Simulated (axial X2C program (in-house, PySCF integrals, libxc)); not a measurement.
SnCl⁻ at several levels of theory

Calculated with an axial X2C code built on PySCF integrals. Spin-free means the one-electron spin-free X2C Hamiltonian; two-component (2c) means X2C with spin–orbit coupling and atomic mean-field two-electron Coulomb and Gaunt terms, so the difference of the two also holds small scalar two-electron terms. Basis: Sn dyall-acv3z [12s13p10d5f1g], Cl dyall-av3z [9s8p3d2f] (cores contracted in-house); Gaussian nuclei, density fitting, unrestricted open shells. Masses: Sn 119.902 u, Cl 34.969 u.

The run was started with this input:
```json
{"zs": [50, 17], "q": -1, "bas": ["dyall-acv3z", "dyall-av3z"], "levels": ["PBE0", "HF", "B97-3"], "cc": true, "r0": 2.39, "thr": -1.0, "nmax": 90, "npts": 10, "nst": 2, "ntry": 6}
```
```bash
python so2c.py task.json out
```

Keys: zs atomic numbers; q charge; bas basis sets; levels methods; cc coupled cluster on or off; r0 starting distance in Å; thr threshold in hartree for freezing inner shells (an s shell follows its p shell); nmax most natural virtual spinors; npts points on the curve; nst determinants followed; ntry starts of the search. HF also brings MP2.

State, spin-free: M_S = 1, Λ = 0 (beyond evenly filled blocks: π+α, π-α); electrons by block: σα: 15, σβ: 15, π+α: 8, π+β: 7, π-α: 8, π-β: 7, δ+α: 2, δ+β: 2, δ-α: 2, δ-β: 2. Fragments: Sn + Cl-.

State, 2c: Ω = 1 (⟨Sz⟩ = 1.00, ⟨Lz⟩ = 0.00 at PBE0); electrons by block: 1/2: 22, -1/2: 23, 3/2: 10, -3/2: 9, 5/2: 2, -5/2: 2. Fragments: Sn + Cl-.

| Hamiltonian | level | Re (Å) | ωe (cm⁻¹) | ωexe (cm⁻¹) | Be (cm⁻¹) | De (eV) | D0 (eV) | k (mdyn/Å) | μ (D) |
| --- | --- | --- | --- | --- | --- | --- | --- | --- | --- |
| spin-free | PBE0 | 2.532 | 250.2 | 1.24 | 0.09715 | 1.89 | 1.87 | 0.998 | -1.92 |
| spin-free | HF | 2.582 | 228.6 | 1.38 | 0.09343 | 1.45 | 1.44 | 0.834 | -2.55 |
| spin-free | MP2 | 2.554 | 247.0 | 1.21 | 0.09547 | 1.77 | 1.76 | 0.973 | n/a |
| spin-free | CCSD | 2.562 | 242.8 | 1.24 | 0.09488 | 1.75 | 1.74 | 0.941 | n/a |
| spin-free | CCSD(T) | 2.562 | 244.3 | 1.19 | 0.09487 | 1.77 | 1.76 | 0.952 | n/a |
| spin-free | B97-3 | 2.565 | 236.7 | 1.24 | 0.09461 | 1.72 | 1.70 | 0.893 | -2.18 |
| 2c | PBE0 | 2.534 | 248.7 | 1.25 | 0.09698 | n/a | n/a | 0.987 | -1.93 |
| 2c | HF | 2.585 | 226.5 | 1.4 | 0.0932 | n/a | n/a | 0.818 | -2.58 |
| 2c | MP2 | 2.556 | 245.6 | 1.22 | 0.09529 | n/a | n/a | 0.962 | n/a |
| 2c | CCSD | 2.564 | 241.3 | 1.25 | 0.09469 | n/a | n/a | 0.929 | n/a |
| 2c | CCSD(T) | 2.564 | 242.8 | 1.2 | 0.09468 | n/a | n/a | 0.94 | n/a |
| 2c | B97-3 | 2.568 | 234.9 | 1.25 | 0.0944 | n/a | n/a | 0.88 | -2.19 |

Correlated methods: 12 electrons correlated (number of frozen shells: Sn 4 s, 3 p, 2 d; Cl 2 s, 1 p), 288 virtual spin orbitals or spinors in MP2, 90 natural virtuals in coupled cluster.

Dipoles are positive if Cl is the positive end and refer to the centre of mass.

The state is a single determinant with fixed occupations, the lowest that a limited PBE0 search found. De is counted from the lowest determinant-based energies of the atoms at the same level, without counterpoise correction. De is not given where an atomic determinant may have missed its ground term or J level, or where the truncated virtual space spoils (T). Density functionals use the spin component along the axis (collinear). CCSD and (T) use frozen natural virtuals with an MP2 correction for the truncation; (T) itself is uncorrected, so its De runs slightly low. PBE0 can misorder states that lie within some tenths of an eV, so this need not be the ground state of the molecule. The nearest other spin-free determinant of the search, M_S = 0, Λ = 2, lies 0.64 eV up at the distance of the search. The functionals have no current-density term, which raises determinants with orbital currents, atoms included. With several unpaired electrons one determinant need not be a pure state. Open-shell Ω = 0 determinants with evenly filled partner blocks cannot be reached by this program, so the Ω shown need not be the lowest component. This is the Ω = 1 component of a π² triplet; the 0⁺ component is not one determinant and can lie lowest. The highest occupied level of some functionals is positive through self-interaction error; at Hartree–Fock it is bound. With the outer-core shells frozen, correlated bond lengths of heavy atoms tend to come out a few hundredths of an ångström too long. Hartree–Fock gets electron affinities wrong, so its lowest charge split need not be the true one.

Rough cost a point (2c) on 1 thread(s) of a shared host, integrals apart: PBE0 0.8 s, HF 0.8 s, CCSD(T) 13 s, B97-3 0.9 s.

The whole task took 4.7 min on 1 thread of Arm Neoverse V1, on a shared host.
